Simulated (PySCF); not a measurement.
Partial charges of `C#C/C(CCF)=C(\C)CCl`

Species: C₈H₁₀ClF.
Cartesian coordinates in Å at the GFN2-xTB level; atoms count from 1:
```xyz
20
C8H10ClF angstrom
C      0.805    2.921   -0.310
C      0.484    1.788   -0.074
C      0.185    0.436    0.225
C      1.342   -0.333    0.815
C      2.271   -0.854   -0.279
F      1.647   -1.833   -1.018
C     -1.024   -0.086   -0.038
C     -2.148    0.729   -0.598
C     -1.360   -1.513    0.246
Cl    -1.792   -1.705    1.991
H      1.056    3.918   -0.520
H      1.926    0.332    1.453
H      0.985   -1.166    1.420
H      3.170   -1.314    0.144
H      2.545   -0.060   -0.980
H     -3.023    0.634    0.044
H     -2.420    0.362   -1.588
H     -1.875    1.777   -0.673
H     -0.538   -2.197    0.051
H     -2.240   -1.826   -0.315
```

Density: PBE0/pcSseg-1 (PySCF); schemes: Mulliken, IAO, Hirshfeld and ESP-fitted. The structure is a single GFN2-xTB conformer in the gas phase; no vibrational or solvent corrections.

Problem. Atoms with like bonding are taken together and averaged. Which atoms carry the lowest charge in the Mulliken, IAO, Hirshfeld and ESP-fitted schemes?

Solution. The schemes don't all agree: Mulliken C1 (-0.381); IAO C8 (-0.427); Hirshfeld C8 (-0.118); ESP-fitted C8 (-0.613).

Problem. For which atoms does the sign change between the 4 schemes (beyond +0.03 e in one, beyond −0.03 e in another)?

Solution. C2 and C7.

Problem. Which atoms carry the highest charge in the Mulliken, IAO, Hirshfeld and ESP-fitted schemes?

Solution. The schemes don't all agree: Mulliken C2 (+0.360); IAO H11 (+0.204); Hirshfeld H11 (+0.093); ESP-fitted C7 (+0.400).

Problem. Tabulate the Mulliken, IAO, Hirshfeld and ESP-fitted charges.

Solution. In e; atoms taken as equivalent share a row and are averaged (×n: the atom named and its like, n in all):

| atom | environment | Mulliken | IAO | Hirshfeld | ESP-fitted |
| --- | --- | --- | --- | --- | --- |
| C1 | terminal alkyne carbon | -0.381 | -0.244 | -0.105 | -0.472 |
| C2 | alkyne carbon | +0.360 | -0.030 | -0.035 | +0.120 |
| C3 | fully substituted alkene carbon | -0.215 | -0.022 | +0.004 | -0.159 |
| C4 | allylic carbon | -0.178 | -0.277 | -0.074 | -0.213 |
| C5 | sp3 C–F carbon | +0.185 | +0.047 | +0.028 | +0.234 |
| F6 | alkyl fluorine | -0.342 | -0.333 | -0.114 | -0.279 |
| C7 | fully substituted alkene carbon | -0.322 | +0.035 | +0.017 | +0.400 |
| C8 | allylic carbon | -0.122 | -0.427 | -0.118 | -0.613 |
| C9 | sp3 C–Cl carbon | -0.157 | -0.243 | -0.031 | -0.600 |
| Cl10 | alkyl chlorine | -0.152 | -0.127 | -0.077 | -0.117 |
| H11 | alkyne hydrogen | +0.044 | +0.204 | +0.093 | +0.313 |
| H12/H13 | methylene hydrogen | +0.147 | +0.159 | +0.046 | +0.115 |
| H14/H15 | methylene hydrogen | +0.114 | +0.143 | +0.045 | +0.041 |
| H16/H17/H18 | methyl hydrogen | +0.137 | +0.157 | +0.045 | +0.179 |
| H19/H20 | methylene hydrogen | +0.174 | +0.173 | +0.048 | +0.269 |

Mean size of the charges over all atoms: ESP-fitted 0.245 e, Mulliken 0.187 e, IAO 0.170 e, Hirshfeld 0.056 e. Each set sums to the total charge, 0, to within 0.001 e. The Mulliken scheme counts on each atom the diagonal of the density matrix times the overlap matrix over that atom's basis functions.

Problem. How many electrons does the Mulliken scheme count on C3?

Solution. Z − q = 6 − (-0.215) ≈ 6.216.

Problem. How closely do the schemes follow one another over all atoms?

Solution. Correlation coefficient and root-mean-square difference: IAO with Hirshfeld 0.96, 0.137 e; IAO with ESP-fitted 0.87, 0.156 e; Hirshfeld with ESP-fitted 0.80, 0.245 e; Mulliken with IAO 0.70, 0.157 e; Mulliken with Hirshfeld 0.66, 0.172 e; Mulliken with ESP-fitted 0.59, 0.239 e.
